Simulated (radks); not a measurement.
Problem. The mean radii <r> (bohr) of the occupied orbitals of an atom or ion are listed with their occupations. Calculated with a radial shooting solver on a logarithmic mesh with Libxc functionals: Dirac Kohn-Sham, HCTH/407, spin-unpolarised, spherical densities, finite nucleus; Fermi nuclear charge, rms radius of each element as measured or else 0.836 A^(1/3) + 0.57 fm.

orbital  occ.      <r>
1s1/2       2  0.04552
2s1/2       2   0.2024
2p1/2       2   0.1745
2p3/2       4   0.1782
3s1/2       2   0.5847
3p1/2       2   0.5896
3p3/2       4   0.5988
3d3/2       4   0.6050
3d5/2       4   0.6081

Name the element and its charge. Open shells, if any, fill j = l - 1/2 first.

Solution. Z = 33, arsenic, charge +7: As7+ in [Ar] 3d8. The 1s radius gives Z: for a bare nucleus <r> = (2 gamma + 1)/(2Z) with gamma = sqrt(1 - (Z/c)^2), 0.04456 bohr for Z = 33, and screening makes it slightly larger (0.04552 here). The occupations add up to 26, and the charge is Z minus that.
